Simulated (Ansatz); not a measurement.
Relaxation of C$_{3}$H$_{9}$NOSi (15 atoms, charge 0, multiplicity 1), to a largest force component of 0.02 eV/Å in at most 50 steps.

All numbers below come from UKS PBE0-D4/STO-3G (Ansatz 0.2.0).

```xyz
15
Properties=species:S:1:pos:R:3:forces:R:3
C 0.791 -1.169 1.798 -1.13 2.62 2.76
C 0.137 0.129 1.231 0.92 -0.34 -1.85
O -0.436 1.002 1.889 -0.66 0.59 1.61
Si 0.290 0.424 -0.653 -1.94 -1.81 -0.64
C -1.002 -0.675 -1.551 -1.10 0.93 2.57
N -0.059 2.072 -1.067 -1.67 -0.48 -0.83
H 1.835 -1.168 1.551 1.00 -0.30 -0.23
H 0.265 -1.982 1.377 -0.59 -1.76 -0.60
H 0.636 -1.110 2.917 0.44 -0.64 -1.21
H 1.583 0.115 -1.119 1.02 -0.21 -0.27
H -0.819 -1.725 -1.309 -0.07 -0.12 -0.20
H -0.932 -0.513 -2.599 0.08 0.00 -1.40
H -2.077 -0.424 -1.230 1.94 -0.39 -0.49
H -0.922 2.373 -0.550 0.22 0.10 -0.08
H 0.687 2.601 -0.653 1.54 1.82 0.87
```

Question: Where does it end, and by what steps?

Answer: The forces met the threshold. The force dipped under the threshold on the way, but the program's further checks kept it going. Limits of this set-up: minimal basis. After 15 steps the energy has fallen by 0.460 eV; O3 moved furthest, 0.35 Å.

```json
{"step": "0", "energy less start (eV)": "0.0000", "largest force component (eV/Å)": "2.763", "accepted": "yes"}
{"step": "1", "energy less start (eV)": "-0.4165", "largest force component (eV/Å)": "0.589", "accepted": "yes"}
{"step": "2", "energy less start (eV)": "-0.4349", "largest force component (eV/Å)": "0.731", "accepted": "yes"}
{"step": "3", "energy less start (eV)": "-0.4530", "largest force component (eV/Å)": "0.216", "accepted": "yes"}
{"step": "4", "energy less start (eV)": "-0.4577", "largest force component (eV/Å)": "0.034", "accepted": "yes"}
{"step": "5", "energy less start (eV)": "-0.4581", "largest force component (eV/Å)": "0.030", "accepted": "yes"}
{"step": "6", "energy less start (eV)": "-0.4588", "largest force component (eV/Å)": "0.035", "accepted": "yes"}
{"step": "7", "energy less start (eV)": "-0.4592", "largest force component (eV/Å)": "0.049", "accepted": "yes"}
{"step": "8", "energy less start (eV)": "-0.4594", "largest force component (eV/Å)": "0.026", "accepted": "yes"}
{"step": "9", "energy less start (eV)": "-0.4597", "largest force component (eV/Å)": "0.023", "accepted": "yes"}
{"step": "10", "energy less start (eV)": "-0.4598", "largest force component (eV/Å)": "0.029", "accepted": "yes"}
{"step": "11", "energy less start (eV)": "-0.4598", "largest force component (eV/Å)": "0.061", "accepted": "no"}
{"step": "12", "energy less start (eV)": "-0.4601", "largest force component (eV/Å)": "0.019", "accepted": "yes"}
{"step": "13", "energy less start (eV)": "-0.4601", "largest force component (eV/Å)": "0.022", "accepted": "yes"}
{"step": "14", "energy less start (eV)": "-0.4602", "largest force component (eV/Å)": "0.022", "accepted": "yes"}
{"step": "15", "energy less start (eV)": "-0.4602", "largest force component (eV/Å)": "0.020", "accepted": "yes"}
```

```xyz
15
Properties=species:S:1:pos:R:3
C 0.667 -1.195 1.761
C 0.217 0.214 1.260
O -0.155 1.089 2.073
Si 0.284 0.476 -0.649
C -0.917 -0.701 -1.462
N -0.110 2.129 -1.149
H 1.699 -1.398 1.439
H 0.022 -1.973 1.328
H 0.614 -1.255 2.855
H 1.638 0.203 -1.076
H -0.674 -1.740 -1.222
H -0.886 -0.591 -2.550
H -1.944 -0.513 -1.137
H -1.036 2.405 -0.744
H 0.559 2.797 -0.697
```

Time of the run: 64 s on 1 thread of Intel(R) Xeon(R) 6975P-C (Granite Rapids), with other jobs on the host, peak memory 0.19 GiB.
